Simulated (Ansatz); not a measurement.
Series CXY, Y = hydroxy, computed as singlets and as triplets. Gas-phase values, no solvent. One relaxed conformer stands for each flexible species; it need not be the lowest. Strings in code marks are SMILES.

Quantity: adiabatic spin-state energy, in eV. HF references are unrestricted for open shells and restricted for singlets. The restricted reference of `O[C]S` is unstable towards unrestricted orbitals.

Case: `O[C]S`: multiplicity 3 minus multiplicity 1. The other species in the difference include `O[C]S` (H–O–C–S torsion 0°, O–C–S–H torsion 180°) (neutral, multiplicity 1). Geometry of `O[C]S` (neutral, multiplicity 3, Å):

```xyz
5

O     -1.2315     0.3017    -0.3825
C     -0.2109     0.4853     0.4472
S      1.2546    -0.3799     0.5934
H     -1.7288    -0.5006    -0.1643
H      1.9166     0.0935    -0.4938
```

Task: What is the computed adiabatic spin-state energy (frozen-core CCSD(T)/cc-pVTZ // PBE0-D3(BJ)/def2-TZVP (Ansatz, a quantum-chemistry and plane-wave program))?

Result: 1.52 eV.
